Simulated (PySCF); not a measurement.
# Two-component Hartree-Fock for Zr³⁴⁺ (zirconium, charge +34)

Start: [He] 2s2 2p2; 2p1/2 filled at m_j = -1/2, +1/2. Calculated with PySCF 2.14 in an uncontracted even-tempered set (17 s from 14 bohr⁻², ratio 2.4; 12 p from 18 bohr⁻², ratio 2.4; 5 d from 62 bohr⁻², ratio 2.6; 4 f from 94 bohr⁻², ratio 2.6): generalised Hartree-Fock with the X2C-1e Hamiltonian and a Gaussian nucleus; one run each with spin-orbit coupling (SO) switched off, then screened by Boettger's factors.

| spinor shell | electrons | ε, spin-free (eV) | ε, screened SO (eV) | weight of nominal j (screened SO) | rms radius, screened SO (bohr) |
| --- | --- | --- | --- | --- | --- |
| 1s1/2 | 2 | -20625.5 | -20617.6 | 1.000 | 0.0424 |
| 2s1/2 | 2 | -4677.5 | -4675.1 | 1.000 | 0.166 |
| 2p1/2 | 2 | -4516.2 | -4562.8 | 1.000 | 0.143 |

```
   quantity    spin-free  screened SO
E (hartree)  -2320.02381  -2324.21781
        M_J            0            0
       ⟨J²⟩        2.000        0.000
       ⟨L²⟩        2.000        1.333
       ⟨S²⟩        2.000        1.333
```

Breit and QED terms are absent; they matter most for the inner s and p1/2 levels.

Densities and radii are taken from the X2C orbitals without a picture-change correction, which distorts them close to the nucleus.

Without spin-orbit coupling the j labels of p, d and f shells carry no meaning; the spin-free column gives the mean over the occupied spinors of each nl shell.
